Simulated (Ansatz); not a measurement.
`CO[SiH2]S[SiH2]Cl` + `CC1B[SiH2]1` → `CO[SiH2]S[SiH3]` + `CC1[SiH2]B1Cl`  (redistribution)

Calculated with Ansatz (gas phase, PBE0-D4/def2-TZVP geometries, no zero-point term in ΔE). CCSD(T)/CBS is the MP2 limit (def2-TZVPP, def2-QZVPP) plus CCSD(T) − MP2 in def2-TZVPP, frozen cores. Functionals use def2-TZVPP. Each species was taken in one conformer, which may not be the lowest.

`CO[SiH2]S[SiH2]Cl`:

Z-matrix (Å, degrees):
```
C
O 1 1.411
H 1 1.092 2 108.8
H 1 1.093 2 109.8 3 119.0
H 1 1.095 2 111.9 3 -120.4
Si 2 1.630 1 126.8 3 129.6
S 6 2.148 2 112.6 1 108.0
H 6 1.484 2 109.1 1 -14.4
H 6 1.479 2 109.7 1 -137.3
Si 7 2.115 6 99.6 2 -45.0
Cl 10 2.060 7 112.2 6 -55.3
H 10 1.478 7 106.8 6 -173.9
H 10 1.478 7 112.0 6 63.9
```

`CC1B[SiH2]1`:

Z-matrix (Å, degrees):
```
C
C 1 1.507
H 1 1.095 2 110.2
H 1 1.093 2 111.8 3 119.2
H 1 1.090 2 111.4 3 -119.7
B 2 1.483 1 126.0 3 103.6
Si 2 2.082 1 140.8 3 -168.7
H 2 1.096 1 112.1 3 -62.4
H 6 1.189 2 130.8 1 -4.6
H 7 1.481 2 100.8 1 113.5
H 7 1.489 2 126.4 1 -11.0
```

`CO[SiH2]S[SiH3]`:

```xyz
13

C     0.100    2.088    0.051
O     0.842    1.396    1.031
Si    0.773   -0.221    1.254
S     1.330   -1.317   -0.495
Si   -0.638   -1.818   -1.159
H     0.383    1.767   -0.956
H    -0.977    1.933    0.182
H     0.314    3.152    0.154
H    -0.610   -0.642    1.613
H     1.745   -0.518    2.326
H    -0.481   -2.432   -2.500
H    -1.490   -0.605   -1.263
H    -1.291   -2.781   -0.237
```

`CC1[SiH2]B1Cl`:

Z-matrix (Å, degrees):
```
C
C 1 1.507
H 1 1.092 2 110.9
H 1 1.094 2 110.7 3 -119.0
H 1 1.093 2 111.8 3 120.8
Si 2 2.003 1 137.7 3 -60.8
B 2 1.502 1 126.9 3 30.6
H 2 1.098 1 113.6 3 -176.5
H 6 1.480 2 106.7 1 -116.9
H 6 1.486 2 123.9 1 14.6
Cl 7 1.734 2 132.5 1 11.4
```

| level | ΔE (kJ/mol) |
| --- | --- |
| ωB97M-V | 14.6 |
| PBE0 | 6.7 |
| MP2/def2-TZVPP | 12.3 |
| SCS-MP2/def2-QZVPP | 13.9 |

Task: What does CCSD(T)/CBS give? (Best estimate.)

Result: Ansatz gave: +14.6 kJ/mol. The listed levels differ from it by 0.0, -7.9, -2.3, -0.7 kJ/mol.

Largest T1 diagnostic among the species: 0.013.

The D4 term adds +3.8 kJ/mol with B3LYP and +2.2 kJ/mol with PBE0; it sums over pairs of atoms, weighted by their polarisabilities, and B3LYP, whose exchange is more repulsive, gets the larger term.

B3LYP here is the variant with VWN-RPA as its local correlation; programs differ in this.
